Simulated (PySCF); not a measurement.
Level of theory: M06-2X/def2-TZVP // B3LYP-D3(BJ)/def2-TZVP in PySCF 2.14.0. Gas-phase values, no solvent. Excitations are Tamm–Dancoff values on a coarser integration grid. The basis has no diffuse functions, so Rydberg states are missing or too high.

Reference species (SMILES): `[Br][Al]([SiH3])[Br]` (neutral, multiplicity 1).

The S1 excitation (TDA) comes out as 4.97 eV. The HOMO–LUMO gap comes out as 7.75 eV.

Changed species: `[SiH3][Al]([SiH3])[Br]` (2 of 3 Br replaced by SiH3; the reference has 1 of 3 Br replaced by SiH3).

**Question.** Give the shifts of the S1 excitation (TDA) and HOMO–LUMO gap.

**Answer.** the S1 excitation (TDA) decreases by 1.35 eV, to 3.62 eV; the HOMO–LUMO gap falls by 1.24 eV, to 6.51 eV.
